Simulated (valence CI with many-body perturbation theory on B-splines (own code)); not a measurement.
E1 line list for Sn36+

Calculated by configuration interaction combined with many-body perturbation theory (CI+MBPT): four valence electrons over a frozen Dirac-Fock core [Ne], a basis of 11 s, 11 p, 9 d, 7 f, 5 g, 2 h, 1 i functions for each j, with the one-electron correlation potential Σ1, the two-electron term Σ2, the three-electron term Σ3, Breit, model QED; selected CI, second order for the rest (own B-spline code, finite nucleus).

No measured spectrum was set against this ion. As an estimate, large intervals hold to a few tenths of a per cent, small ones and those within an open d or f shell to about a per cent.

Lines 151 to 200 of 233 in falling wavelength, among levels below 389.59 eV, chosen from the strongest by gf and those to the six lowest levels. Wavelengths and rates use the calculated energies. Electric multipoles are in the length gauge, E1 and E2 with the static RPA response of the core. Weak lines are less certain than strong ones. Lines between different terms over intervals too small for the method are left out, as are lines whose strength nearly cancels. The highest levels of a list are the least certain.

Levels are named by their leading jj configuration (3d3/2^4 stands for four electrons in 3d with j = 3/2), which in mixed levels can hold well under half, so a name can repeat and another be missing. Letters in brackets count levels of one name in rising energy.

```
λ vac (Å)                           Upper                       Lower   A (s⁻¹)  S (a.u.) with core polarisation  S without
    73.60  (3s 3p1/2 3p3/2 3d5/2) J=2 [e]      (3s^2 3p1/2 3d5/2) J=3  1.65e+11                         1.62e-01   1.66e-01
    73.56  (3s 3p1/2 3p3/2 3d5/2) J=2 [c]  (3s 3p1/2 3p3/2^2) J=2 [a]  4.40e+10                         4.32e-02   4.41e-02
    73.49  (3s 3p1/2 3p3/2 3d5/2) J=2 [d]      (3s^2 3p1/2 3d3/2) J=1  4.31e+10                         4.22e-02   4.31e-02
    73.36  (3s 3p1/2 3p3/2 3d3/2) J=1 [c]      (3s^2 3p1/2 3d3/2) J=2  2.05e+11                         1.20e-01   1.23e-01
    73.30  (3s 3p1/2 3p3/2 3d5/2) J=2 [e]      (3s^2 3p1/2 3d5/2) J=2  5.89e+10                         5.72e-02   5.84e-02
    72.94                (3s 3p3/2^3) J=2          (3s^2 3p3/2^2) J=2  2.75e+11                         2.63e-01   2.69e-01
    72.94      (3s 3p1/2 3p3/2^2) J=1 [b]      (3s^2 3p1/2 3p3/2) J=2  2.01e+11                         1.15e-01   1.18e-01
    72.82  (3s 3p1/2 3p3/2 3d5/2) J=2 [c]      (3s^2 3p1/2 3d3/2) J=2  5.79e+09                         5.52e-03   5.64e-03
    72.40      (3s 3p1/2 3p3/2^2) J=2 [b]      (3s^2 3p1/2 3p3/2) J=1  6.09e+10                         5.71e-02   5.82e-02
    72.30                (3s 3p3/2^3) J=1          (3s^2 3p3/2^2) J=0  2.32e+11                         1.30e-01   1.33e-01
    72.12  (3s 3p1/2 3p3/2 3d5/2) J=2 [f]      (3s^2 3p1/2 3d5/2) J=2  2.54e+10                         2.35e-02   2.40e-02
    71.35  (3s 3p1/2 3p3/2 3d3/2) J=2 [a]      (3s 3p1/2^2 3p3/2) J=2  1.33e+08                         1.19e-04   1.22e-04
    71.16  (3s 3p1/2 3p3/2 3d5/2) J=2 [e]      (3s^2 3p1/2 3d3/2) J=1  9.44e+09                         8.39e-03   8.56e-03
    71.10  (3s 3p1/2 3p3/2 3d5/2) J=3 [c]  (3s 3p1/2 3p3/2^2) J=2 [a]  8.06e+10                         1.00e-01   1.02e-01
    70.55      (3s 3p1/2 3p3/2^2) J=1 [b]      (3s^2 3p1/2 3p3/2) J=1  1.02e+11                         5.30e-02   5.41e-02
    70.41  (3s 3p1/2 3p3/2 3d5/2) J=3 [c]      (3s^2 3p1/2 3d3/2) J=2  1.11e+10                         1.34e-02   1.37e-02
    70.36             (3p1/2 3p3/2^3) J=1      (3s^2 3p1/2 3d5/2) J=2  4.41e+10                         2.27e-02   2.32e-02
    70.01  (3s 3p1/2 3p3/2 3d3/2) J=1 [a]      (3s 3p1/2^2 3p3/2) J=2  4.30e+09                         2.18e-03   2.23e-03
    69.55  (3s 3p1/2 3p3/2 3d3/2) J=1 [d]      (3s^2 3p1/2 3d3/2) J=2  4.95e+10                         2.47e-02   2.52e-02
    69.50  (3s 3p1/2 3p3/2 3d5/2) J=2 [a]      (3s 3p1/2^2 3p3/2) J=1  3.30e+10                         2.73e-02   2.79e-02
    69.48          (3s 3p3/2^2 3d3/2) J=3      (3s^2 3p1/2 3d5/2) J=2  7.78e+09                         9.01e-03   9.20e-03
    69.45             (3p1/2 3p3/2^3) J=1      (3s 3p1/2 3p3/2^2) J=0  8.66e+10                         4.29e-02   4.38e-02
    69.03  (3s 3p1/2 3p3/2 3d3/2) J=3 [a]      (3s 3p1/2^2 3p3/2) J=2  9.73e+09                         1.11e-02   1.13e-02
    68.72  (3s 3p1/2 3p3/2 3d5/2) J=2 [d]      (3s 3p1/2 3p3/2^2) J=3  1.06e+10                         8.46e-03   8.64e-03
    68.55  (3s 3p1/2 3p3/2 3d3/2) J=2 [b]      (3s 3p1/2^2 3p3/2) J=2  3.68e+10                         2.93e-02   2.99e-02
    68.26  (3s 3p1/2 3p3/2 3d5/2) J=2 [b]      (3s 3p1/2^2 3p3/2) J=1  6.34e+09                         4.98e-03   5.08e-03
    67.30                (3s 3p3/2^3) J=1          (3s^2 3p3/2^2) J=2  1.62e+11                         7.33e-02   7.49e-02
    66.78  (3s 3p1/2 3p3/2 3d3/2) J=2 [d]      (3s^2 3p1/2 3d3/2) J=2  8.96e+10                         6.59e-02   6.72e-02
    66.68  (3s 3p1/2 3p3/2 3d5/2) J=2 [e]      (3s 3p1/2 3p3/2^2) J=3  1.32e+10                         9.63e-03   9.83e-03
    64.93          (3s 3p3/2^2 3d5/2) J=4      (3s 3p1/2 3p3/2^2) J=3  3.99e+10                         4.85e-02   4.95e-02
    64.48          (3s^2 3p3/2 3d5/2) J=2      (3s^2 3p1/2 3p3/2) J=2  8.38e+08                         5.55e-04   5.65e-04
    64.16  (3s 3p1/2 3p3/2 3d3/2) J=1 [c]      (3s 3p1/2^2 3p3/2) J=1  6.04e+10                         2.36e-02   2.41e-02
    63.50          (3s 3p3/2^2 3d3/2) J=3      (3s 3p1/2 3p3/2^2) J=3  1.69e+11                         1.49e-01   1.53e-01
    63.11  (3s 3p1/2 3p3/2 3d5/2) J=3 [a]      (3s 3p1/2^2 3p3/2) J=2  1.46e+11                         1.27e-01   1.30e-01
    63.09  (3s 3p1/2 3p3/2 3d5/2) J=2 [a]      (3s 3p1/2^2 3p3/2) J=2  5.16e+09                         3.20e-03   3.26e-03
    62.61          (3s^2 3p3/2 3d5/2) J=2      (3s^2 3p1/2 3p3/2) J=1  4.41e+08                         2.67e-04   2.72e-04
    62.58  (3s 3p1/2 3p3/2 3d5/2) J=2 [f]  (3s 3p1/2 3p3/2^2) J=2 [a]  4.55e+10                         2.75e-02   2.81e-02
    62.07  (3s 3p1/2 3p3/2 3d5/2) J=2 [b]      (3s 3p1/2^2 3p3/2) J=2  1.31e+10                         7.74e-03   7.90e-03
    62.04  (3s 3p1/2 3p3/2 3d5/2) J=2 [f]      (3s^2 3p1/2 3d3/2) J=2  7.26e+09                         4.28e-03   4.36e-03
    61.84          (3s^2 3p3/2 3d3/2) J=1      (3s^2 3p1/2 3p3/2) J=2  3.92e+10                         1.37e-02   1.40e-02
    61.83  (3s 3p1/2 3p3/2 3d5/2) J=1 [a]      (3s 3p1/2^2 3p3/2) J=2  8.44e+09                         2.95e-03   3.02e-03
    61.83          (3s^2 3p3/2 3d3/2) J=2      (3s^2 3p1/2 3p3/2) J=2  2.78e+11                         1.62e-01   1.66e-01
    61.58          (3s^2 3p3/2 3d3/2) J=3      (3s^2 3p1/2 3p3/2) J=2  2.72e+11                         2.20e-01   2.24e-01
    61.33  (3s 3p1/2 3p3/2 3d3/2) J=2 [c]      (3s 3p1/2^2 3p3/2) J=2  2.59e+11                         1.48e-01   1.51e-01
    61.25             (3p1/2 3p3/2^3) J=1  (3s 3p1/2 3p3/2^2) J=2 [a]  1.35e+11                         4.61e-02   4.71e-02
    61.22  (3s 3p1/2 3p3/2 3d3/2) J=1 [d]      (3s 3p1/2^2 3p3/2) J=1  2.99e+11                         1.02e-01   1.04e-01
    61.08  (3s 3p1/2 3p3/2 3d3/2) J=1 [b]      (3s 3p1/2^2 3p3/2) J=2  2.55e+11                         8.59e-02   8.77e-02
    60.57          (3s 3p3/2^2 3d3/2) J=3  (3s 3p1/2 3p3/2^2) J=2 [a]  8.09e+10                         6.21e-02   6.34e-02
    60.41          (3s^2 3p1/2 3d3/2) J=1          (3s^2 3p1/2^2) J=0  3.47e+11                         1.13e-01   1.16e-01
    60.40  (3s 3p1/2 3p3/2 3d3/2) J=0 [b]      (3s 3p1/2^2 3p3/2) J=1  1.27e+11                         1.38e-02   1.40e-02
```
